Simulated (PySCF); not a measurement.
Structure problem from calculated spectra and properties.

Formula: CH7AsGe.

| Property | Result |
| --- | --- |
| Polarisability | 81.1 au [CAM-B3LYP/def2-SVPD] |
| XPS | C1s 290.5 eV [ΔSCF SCAN, pcX-2 on the ionised atom, pcseg-1 elsewhere, spin-free X2C] |
| Rotational structure | rotational constants A, B, C: 8.452, 1.840, 1.577 GHz [PBE0-D3(BJ)/def2-SVP] |
| Dipole | 0.89 D [CAM-B3LYP/def2-SVPD] |
| 13C NMR | chemical shifts (computed TMS as zero) by class: 3.3 (1 C) ppm [GIAO B97-2/pcSseg-2] |
| Couplings | largest of the computed one-bond spin–spin couplings (means over like bonds): 13C–1H +143.1 (×3) Hz [B3LYP/pcJ-1 (pcSseg-1 on As, pcSseg-1 on Ge), spin–dipole term left out] |
| Valence photoelectron | vertical ionisation energy: 9.09 eV [ΔSCF CAM-B3LYP/def2-SVPD] |
| 1H NMR | chemical shifts (computed TMS as zero) by class: 3.97 (3 H), 2.81 (1 H), 1.02 (3 H) ppm [GIAO B97-2/pcSseg-2] |

Gas-phase values; electronic properties from PySCF, density fitting. Levels stand in brackets. Geometry: PBE0-D3(BJ)/def2-SVP; no solvent, vibrations or thermal averaging. The calculation (core ionisation apart) is non-relativistic and has no spin–orbit coupling, an omission that weighs most on arsenic and germanium. NMR classes are plain means over equivalent atoms (diastereotopic ones count apart unless rotation or inversion swaps them), as if these changed places fast.

Problem. Give a SMILES that accounts for the data.

Solution. Numbering: `[CH3:1][AsH:2][GeH3:3]`. The one carbon: methyl carbon [C1] (3.3 ppm). Hydrogen classes from least to most shielded: 3 H on a germanium bonded to As and 3 H, Ge3 (3.97 ppm), 1 H on an arsenic bonded to C, Ge and H, As2 (2.81 ppm), 3 H on a methyl carbon, C1 (1.02 ppm, a mean of values up to 0.7 ppm apart in this geometry). The couplings run between: +143.1 Hz, methyl carbon [C1] and its hydrogen (with 2 like pairs). The core levels belong to: C1s 290.5 eV, methyl carbon [C1]. No core level of As or Ge was computed. The first electron is taken from the HOMO, whose largest Löwdin shares are 0.59 on the arsenic bonded to C, Ge and H, 0.15 on the germanium bonded to As and 3 H, 0.10 on the methyl carbon and 0.06 on the hydrogen on arsenic. By its constants the optimised geometry is an asymmetric top. Structure: `C[AsH][GeH3]`. Computed isomers that give other values at the same levels: `[CH3][GeH2][AsH2]` (rotational constant A: 10.024 GHz; this holds for the one conformer computed). The assignments are read from this structure; whether some other isomer fits the data as well wasn't checked. NMR values of atoms bound to As and Ge lack the spin–orbit term that these neighbours bring.
